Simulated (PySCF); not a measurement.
SMILES c1cc[se]c1C=Cc1ccncc1, GFN2-xTB optimised geometry.

```
22

C     -0.27    -0.62     0.00
C      0.09     0.68     0.00
C     -0.82     1.78     0.00
C     -2.20     1.78     0.00
C     -2.80     3.05     0.00
C     -1.93     4.10     0.00
Se    -0.16     3.55     0.00
C      0.63    -1.75     0.00
C      0.10    -3.05     0.00
C      0.96    -4.13     0.00
N      2.28    -4.02     0.00
C      2.79    -2.80     0.00
C      2.03    -1.65     0.00
H     -1.32    -0.88     0.00
H      1.14     0.95     0.00
H     -2.78     0.88     0.00
H     -3.87     3.19     0.00
H     -2.18     5.15     0.00
H     -0.97    -3.20     0.00
H      0.57    -5.15     0.00
H      3.87    -2.75     0.00
H      2.51    -0.69     0.00
```

Density from PBE/def2-SVP (PySCF) at that geometry.

Minimum of the electron density along straight lines between bonded atoms, close to the bond critical point (lines longer than 1.1 times the sum of covalent radii, or with two minima, are not listed):

```tsv
bond	length / Å	ρ at the minimum / e bohr⁻³	∇²ρ there / e bohr⁻⁵	position (fraction from the first atom)
C1–C2	1.345	0.329	…	0.50
C2–C3	1.432	0.282	-0.66	0.49
C3–C4	1.374	0.312	-0.75	0.51
C4–C5	1.407	0.296	-0.70	0.50
C5–C6	1.361	0.318	-0.78	0.49
C3–Se7	1.886	0.164	-0.18	0.48
C6–Se7	1.848	0.174	-0.19	0.49
C1–C8	1.447	0.276	-0.65	0.50
C8–C9	1.400	0.302	-0.73	0.50
C9–C10	1.382	0.313	-0.78	0.50
C10–N11	1.323	0.349	-1.03	0.36
N11–C12	1.323	0.349	-1.03	0.64
C8–C13	1.399	0.301	-0.73	0.50
C12–C13	1.383	0.312	-0.77	0.50
C1–H14	1.082	0.280	-1.04	0.63
C2–H15	1.083	0.280	-1.04	0.63
C4–H16	1.076	0.281	-1.05	0.63
C5–H17	1.077	0.281	-1.06	0.63
C6–H18	1.075	0.281	-1.07	0.64
C9–H19	1.080	0.280	-1.04	0.63
C10–H20	1.083	0.284	-1.09	0.64
C12–H21	1.083	0.284	-1.09	0.64
C13–H22	1.078	0.281	-1.05	0.63
```

Problem. Fill in the missing entries.

Solution. 
- C1–C2, ∇²ρ there / e bohr⁻⁵: -0.84
